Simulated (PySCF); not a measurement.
CH5FO2Si2, SMILES O=CO[Si@@H](F)[SiH3]. Heavy atoms are numbered as in [O:1]=[CH:2][O:3][Si@@H:4]([F:5])[SiH3:6]. Hydrogens are named by the atom that carries them.

Geometry optimised at B3LYP-D3(BJ)/def2-SVP. The structure was generated by enumeration; whether it is a known compound was not checked. One conformer was computed; it need not be the lowest.

These are PBE/pcSseg-1 (PySCF) values and carry that method's errors.

GIAO shieldings, no solvent; atoms alike by connectivity are averaged. δ = σ(ref) − σ: ¹⁷O against H2O (σ = 334.3 ppm); ¹³C against TMS (σ = 182.0 ppm); ²⁹Si against TMS (σ = 335.4 ppm); ¹⁹F against CFCl3 (σ = 133.6 ppm); ¹H against TMS (σ = 31.49 ppm), references at their B3LYP-D3(BJ)/def2-TZVP geometries, non-relativistic.

```tsv
atoms	nucleus	count	δ (ppm)
O1	¹⁷O	1	460.1
O3	¹⁷O	1	[?]
C2 (CH)	¹³C	1	164.4
Si4 (SiH)	²⁹Si	1	[?]
Si6 (SiH3)	²⁹Si	1	-109.1
F5	¹⁹F	1	[?]
H on C2	¹H	1	[?]
H on Si4	¹H	1	5.80
H on Si6	¹H	3	3.93
```

Question: What belongs in the gaps? (An estimate is asked for; the answer gives what the named calculation found.)

Answer: 
- H on C2, δ (ppm): 8.35
- Si4 (SiH), δ (ppm): 11.1
- O3, δ (ppm): 267.1
- F5, δ (ppm): -188.5
